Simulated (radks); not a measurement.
Values are calculated unless marked as measured or tabulated.
Species: Li2+. Configuration: 1s0.5 2p0.5 (fractional occupations, a model configuration). Level of theory: scalar-relativistic Kohn-Sham, r2SCAN, spin-polarised, spherical densities, finite nucleus; open shells are filled with parallel spins first; meta-GGA in the generalised Kohn-Sham scheme; Fermi nuclear charge, rms radius 2.444 fm (a radial shooting solver on a logarithmic mesh with Libxc functionals).

Unscreened Slater integrals over Kohn-Sham orbitals (hartree). They are taken over the spin-up orbitals.

integral     value
F0(2p,2p)  0.48970
F2(2p,2p)  0.23514
F0(2p,1s)  0.66320
G1(2p,1s)  0.11502
F0(1s,1s)   1.9173

Derived for the open shells (J is the average intra-shell exchange parameter used in DFT+U). 2p: J = F2/5 = 0.04703 hartree.
